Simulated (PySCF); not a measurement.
# Adding and removing an electron: SeBr

PBE; PySCF, scalar-relativistic core potentials, basis sets Se cc-pVDZ-PP with ECP10, Br cc-pVDZ-PP with ECP10. Neutral (UKS): doublet (π ↑), Re = 2.306 Å, ωe = 313 cm⁻¹, De = 2.73 eV, HOMO -5.38 eV, LUMO -5.34 eV.

SeBr⁺ (UKS): triplet (π ↑↑), Re = 2.213 Å, ωe = 364 cm⁻¹, De = 3.48 eV to Se⁺ + Br. The energies at the minima are -789.98738 hartree for SeBr and -789.66438 for SeBr⁺.

(1) Work out the adiabatic ionisation energy, without and with harmonic zero-point energies (1 hartree = 27.2114 eV, 1 eV = 8065.5 cm⁻¹), and the change of the bond length.

Spin–orbit coupling is left out. For an ion De counts to the pair picked by the measured ionisation energies or electron affinities, which need not be the lowest pair at this level. States were picked by a PBE0 search and need not be the measured ground states.

Answers

(1) At PBE: 0.32300 hartree = 8.789 eV between the minima; the zero-point term (364.0 − 313.0)/2 cm⁻¹ = +0.003 eV makes it 8.792 eV. Re changes by -9.3 pm against the neutral. The electron leaves a π orbital, and the shorter bond of the ion fits an antibonding orbital, or a change in how ionic the bond is.
